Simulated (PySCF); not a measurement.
# Vertical excitation energies

C₈H₈O₂.
Numbering: `[O:1]=[C:2]([OH:3])[C@H:4]1[C@H:5]2[CH:6]=[CH:7][C@@H:8]1[CH:9]=[CH:10]2` (hydrogens: H11 on O3; H12 on C4; H13 on C5; H14 on C6; H15 on C7; H16 on C8; H17 on C9; H18 on C10)

Method used: PySCF 2.14.0, density-fitted response routines, TDDFT PBE0/def2-SVPD, vertical, gas phase, core orbitals frozen in the response. Isolated species at its PBE0-D3(BJ)/def2-SVP geometry (one conformer only).

```
state  λ (nm)  E (eV)       f   main configurations (H = HOMO, L = LUMO)
   S1   248.3    4.99  0.0000                                  H→L (98%)
   S2   221.4    5.60  0.0028                 H→L+1 (78%), H-2→L+1 (18%)
   S3   215.9    5.74   0.012                   H-1→L (80%), H→L+3 (15%)
   S4   209.7    5.91  0.0025  H-2→L+1 (41%), H-1→L+1 (34%), H→L+1 (20%)
   S5   194.7    6.37  0.0066                    H→L+2 (86%), H→L+4 (9%)
   S6   192.6    6.44  0.0014                                H-2→L (90%)
```

The lowest singlet lies at 4.99 eV (248 nm, ultraviolet) and is dark (f under 0.0005); its leading configuration is HOMO→LUMO (98%). The most intense listed level is S3 at 5.74 eV (216 nm, f = 0.012), 0.75 eV above S1. Löwdin shares by element: HOMO carbon 84% or more (atoms not listed hold the other 16%); LUMO carbon 67% or more (atoms not listed hold the other 33%). Orbital energies (eV): HOMO-3 -9.38, HOMO-2 -8.22, HOMO-1 -7.60, HOMO -6.78, LUMO -0.67, LUMO+1 0.03, LUMO+2 0.48. The listed states span 1.44 eV, and the widest gap between neighbours is 0.61 eV (S1 to S2). Weighted by f, the mean energy of these states is 5.95 eV. Singlets were solved by full linear response.
